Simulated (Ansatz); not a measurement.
C₄H₉Cl₃Sn (`C[C](C)(C)[Sn]([Cl])([Cl])[Cl]`) at its PBE0-D4/def2-TZVP geometry, where that method's forces vanish. Total charge 0; spin multiplicity 1. Sn: def2 effective core potential.

```csv
atom,x (Å),y (Å),z (Å)
C1,-0.228,-1.510,-0.548
C2,0.170,-0.193,0.098
C3,-0.013,-0.231,1.606
C4,1.583,0.214,-0.285
Sn5,-1.167,1.328,-0.672
Cl6,-1.016,1.543,-2.977
Cl7,-3.389,0.865,-0.193
Cl8,-0.719,3.422,0.220
H9,0.433,-2.302,-0.177
H10,-0.128,-1.482,-1.636
H11,-1.254,-1.796,-0.303
H12,0.242,0.722,2.076
H13,0.653,-0.995,2.026
H14,-1.035,-0.494,1.890
H15,2.285,-0.540,0.092
H16,1.867,1.175,0.151
H17,1.715,0.274,-1.368
```

(1) For each bond, give half the difference of the two atoms' forces along it (eV/Å; positive pushes the atoms apart) under PBE-D4, r2SCAN-D4, B3LYP-D4, ωB97M-V in def2-TZVPP. (An estimate is asked.)

## Answers

(1) Ansatz gave: 
| bond | length (Å) | PBE-D4 | r2SCAN-D4 | B3LYP-D4 | ωB97M-V |
| --- | --- | --- | --- | --- | --- |
| C1–C2 | 1.520 | -0.03 | 0.05 | 0.11 | 0.16 |
| C1–H9 | 1.097 | 0.14 | 0.00 | -0.07 | -0.10 |
| C1–H10 | 1.093 | 0.09 | -0.04 | -0.08 | -0.05 |
| C1–H11 | 1.093 | 0.09 | -0.04 | -0.08 | -0.05 |
| C2–C3 | 1.520 | -0.03 | 0.05 | 0.11 | 0.16 |
| C2–C4 | 1.520 | -0.03 | 0.05 | 0.11 | 0.16 |
| C3–H12 | 1.093 | 0.09 | -0.04 | -0.08 | -0.05 |
| C3–H13 | 1.097 | 0.14 | 0.00 | -0.07 | -0.10 |
| C4–H15 | 1.097 | 0.14 | 0.00 | -0.07 | -0.10 |
| C4–H16 | 1.093 | 0.09 | -0.04 | -0.08 | -0.05 |
| C4–H17 | 1.093 | 0.09 | -0.04 | -0.08 | -0.05 |
| Sn5–Cl6 | 2.320 | 0.21 | 0.07 | 0.18 | -0.02 |
| Sn5–Cl7 | 2.320 | 0.21 | 0.07 | 0.18 | -0.02 |
| Sn5–Cl8 | 2.320 | 0.21 | 0.07 | 0.18 | -0.02 |

B3LYP here is the variant with VWN-RPA as its local correlation; programs differ in this.
